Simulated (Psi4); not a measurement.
Interaction energy of H4OSi ··· H4OSi (SMILES O[SiH3] and O[SiH3]). Monomers: optimised at B3LYP-D3(BJ) (def2-TZVP), held rigid. Orientation: lowest of the rigid-body minima from ten starts at GFN2-xTB. Only R, the distance of the centres of mass, is varied, so the lowest point isn't the relaxed dimer.

Computed with SAPT0/jun-cc-pVDZ, frozen core run with Psi4.

Components in kJ/mol:

```csv
R / Å,electrostatics,exchange,induction,dispersion,total
3.30,-135.05,302.06,-86.82,-36.75,43.44
3.47,-91.23,166.21,-48.17,-24.54,2.27
3.65,-61.38,87.43,-26.20,-16.32,-16.46
3.87,-39.80,39.51,-12.84,-10.20,-23.33
4.09,-27.40,17.69,-6.56,-6.59,-22.86
4.24,-21.86,10.17,-4.26,-4.98,-20.92
4.56,-14.31,3.10,-1.83,-2.86,-15.91
4.85,-10.32,1.04,-0.93,-1.80,-12.02
5.37,-6.32,0.14,-0.34,-0.86,-7.38
6.08,-3.64,0.01,-0.12,-0.37,-4.12
7.06,-1.95,0.00,-0.04,-0.14,-2.13
8.38,-0.98,0.00,-0.01,-0.05,-1.04
```
